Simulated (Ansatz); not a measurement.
Ansatz (a quantum-chemistry and plane-wave program) input:

Ansatz 0.2 input:
```yaml
crystal:
  periodic: [false, false, false]
  atoms:
    - {symbol: Bi, position_ang: [-0.02765227, -0.00809940, 0.22836547]}
    - {symbol: F, position_ang: [1.52880280, -1.03205701, -0.77749007]}
    - {symbol: F, position_ang: [0.15851754, 1.80877515, -0.84265955]}
    - {symbol: O, position_ang: [-1.61134305, -0.78977661, -0.54662339]}
basis:
  gaussian:
    orbitals: def2-TZVPD
hamiltonian:
  xc: {name: wB97M-V}
total_charge: -1
output: {forces: true}
```

Problem. What final total energy does it print?

Solution. -489.65881 Eh (wB97M-V/def2-TZVPD). The basis has 176 functions.

It need not be the lowest isomer of its formula. Whether it binds its extra electron was not tested at this geometry.
